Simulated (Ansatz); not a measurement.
Stretching the Si2–N1 bond in H5NSi (SMILES N[SiH3]) (multiplicity 1 held, fragments rigid). Energies count from the point at 1.724 Å.
Geometry at that point (charge 0, multiplicity 1):
```xyz
7

N      1.1401    -0.0792    -0.1102
Si    -0.5733     0.0471     0.0303
H      1.7367     0.6014     0.3334
H      1.5818    -0.9850    -0.1282
H     -1.1412    -0.2861     1.3661
H     -0.9523     1.4463    -0.2735
H     -1.1795    -0.8820    -0.9509
```

R- and RO- levels are restricted; in cc, def2 and unpolarised 6-31G sets they are followed outwards from rest. Unrestricted levels (U-) break spin symmetry where that is lower. Active spaces are followed from a long bond inwards. Levels need not reach the same state.

Frozen-core correlation.

Codes used: Ansatz (Gaussian orbitals). 

Energies in kcal/mol.

```json
[
 {"R (Å)": "1.379", "U-HF/cc-pV(D+d)Z": "72.3", "R-SCS-MP2/cc-pV(D+d)Z": "74.5", "U-SCS-MP2/cc-pV(D+d)Z": "74.5", "R-CCSDT/cc-pV(D+d)Z": "74.9", "FIC-NEVPT4(SD) on CASSCF(2,2)/cc-pV(D+d)Z": "74.2", "FIC-MRCISD+Q on CASSCF(2,2)/cc-pV(D+d)Z": "(withheld)"},
 {"R (Å)": "1.551", "U-HF/cc-pV(D+d)Z": "12.9", "R-SCS-MP2/cc-pV(D+d)Z": "14.1", "U-SCS-MP2/cc-pV(D+d)Z": "14.1", "R-CCSDT/cc-pV(D+d)Z": "14.3", "FIC-NEVPT4(SD) on CASSCF(2,2)/cc-pV(D+d)Z": "14.2", "FIC-MRCISD+Q on CASSCF(2,2)/cc-pV(D+d)Z": "14.2"},
 {"R (Å)": "1.724", "U-HF/cc-pV(D+d)Z": "0.0", "R-SCS-MP2/cc-pV(D+d)Z": "0.0", "U-SCS-MP2/cc-pV(D+d)Z": "0.0", "R-CCSDT/cc-pV(D+d)Z": "0.0", "FIC-NEVPT4(SD) on CASSCF(2,2)/cc-pV(D+d)Z": "0.0", "FIC-MRCISD+Q on CASSCF(2,2)/cc-pV(D+d)Z": "0.0"},
 {"R (Å)": "1.896", "U-HF/cc-pV(D+d)Z": "8.0", "R-SCS-MP2/cc-pV(D+d)Z": "6.7", "U-SCS-MP2/cc-pV(D+d)Z": "6.7", "R-CCSDT/cc-pV(D+d)Z": "6.4", "FIC-NEVPT4(SD) on CASSCF(2,2)/cc-pV(D+d)Z": "6.4", "FIC-MRCISD+Q on CASSCF(2,2)/cc-pV(D+d)Z": "6.5"},
 {"R (Å)": "2.069", "U-HF/cc-pV(D+d)Z": "24.9", "R-SCS-MP2/cc-pV(D+d)Z": "22.2", "U-SCS-MP2/cc-pV(D+d)Z": "22.2", "R-CCSDT/cc-pV(D+d)Z": "21.4", "FIC-NEVPT4(SD) on CASSCF(2,2)/cc-pV(D+d)Z": "21.5", "FIC-MRCISD+Q on CASSCF(2,2)/cc-pV(D+d)Z": "21.6"},
 {"R (Å)": "2.327", "U-HF/cc-pV(D+d)Z": "55.2", "R-SCS-MP2/cc-pV(D+d)Z": "50.0", "U-SCS-MP2/cc-pV(D+d)Z": "50.0", "R-CCSDT/cc-pV(D+d)Z": "48.3", "FIC-NEVPT4(SD) on CASSCF(2,2)/cc-pV(D+d)Z": "48.2", "FIC-MRCISD+Q on CASSCF(2,2)/cc-pV(D+d)Z": "(withheld)"},
 {"R (Å)": "2.586", "U-HF/cc-pV(D+d)Z": "76.7", "R-SCS-MP2/cc-pV(D+d)Z": "76.1", "U-SCS-MP2/cc-pV(D+d)Z": "90.7", "R-CCSDT/cc-pV(D+d)Z": "72.4", "FIC-NEVPT4(SD) on CASSCF(2,2)/cc-pV(D+d)Z": "72.1", "FIC-MRCISD+Q on CASSCF(2,2)/cc-pV(D+d)Z": "72.4"},
 {"R (Å)": "3.017", "U-HF/cc-pV(D+d)Z": "78.5", "R-SCS-MP2/cc-pV(D+d)Z": "107.5", "U-SCS-MP2/cc-pV(D+d)Z": "102.6", "R-CCSDT/cc-pV(D+d)Z": "94.9", "FIC-NEVPT4(SD) on CASSCF(2,2)/cc-pV(D+d)Z": "93.5", "FIC-MRCISD+Q on CASSCF(2,2)/cc-pV(D+d)Z": "93.8"},
 {"R (Å)": "3.448", "U-HF/cc-pV(D+d)Z": "76.4", "R-SCS-MP2/cc-pV(D+d)Z": "121.0", "U-SCS-MP2/cc-pV(D+d)Z": "102.0", "R-CCSDT/cc-pV(D+d)Z": "98.5", "FIC-NEVPT4(SD) on CASSCF(2,2)/cc-pV(D+d)Z": "96.6", "FIC-MRCISD+Q on CASSCF(2,2)/cc-pV(D+d)Z": "96.8"},
 {"R (Å)": "3.965", "U-HF/cc-pV(D+d)Z": "75.6", "R-SCS-MP2/cc-pV(D+d)Z": "118.7", "U-SCS-MP2/cc-pV(D+d)Z": "101.8", "R-CCSDT/cc-pV(D+d)Z": "98.9", "FIC-NEVPT4(SD) on CASSCF(2,2)/cc-pV(D+d)Z": "97.0", "FIC-MRCISD+Q on CASSCF(2,2)/cc-pV(D+d)Z": "(withheld)"},
 {"R (Å)": "4.654", "U-HF/cc-pV(D+d)Z": "75.6", "R-SCS-MP2/cc-pV(D+d)Z": "100.3", "U-SCS-MP2/cc-pV(D+d)Z": "102.1", "R-CCSDT/cc-pV(D+d)Z": "99.1", "FIC-NEVPT4(SD) on CASSCF(2,2)/cc-pV(D+d)Z": "97.4", "FIC-MRCISD+Q on CASSCF(2,2)/cc-pV(D+d)Z": "97.7"},
 {"R (Å)": "5.516", "U-HF/cc-pV(D+d)Z": "75.7", "R-SCS-MP2/cc-pV(D+d)Z": "69.3", "U-SCS-MP2/cc-pV(D+d)Z": "102.2", "R-CCSDT/cc-pV(D+d)Z": "99.2", "FIC-NEVPT4(SD) on CASSCF(2,2)/cc-pV(D+d)Z": "97.6", "FIC-MRCISD+Q on CASSCF(2,2)/cc-pV(D+d)Z": "97.9"}
]
```

Problem. What belongs in the gaps?

Solution. 
- 2.327, FIC-MRCISD+Q on CASSCF(2,2)/cc-pV(D+d)Z: 48.4
- 1.379, FIC-MRCISD+Q on CASSCF(2,2)/cc-pV(D+d)Z: 74.6
- 3.965, FIC-MRCISD+Q on CASSCF(2,2)/cc-pV(D+d)Z: 97.3

Doubts at one or more of the structures used: a spin-contaminated determinant (U-HF/cc-pV(D+d)Z, U-SCS-MP2/cc-pV(D+d)Z); a restricted determinant that unrestricted orbitals would lower (R-SCS-MP2/cc-pV(D+d)Z, R-CCSDT/cc-pV(D+d)Z); other coupled-cluster roots lie near (R-CCSDT/cc-pV(D+d)Z); T1 above 0.05 (R-CCSDT/cc-pV(D+d)Z).

Ansatz is a quantum-chemistry and plane-wave program.
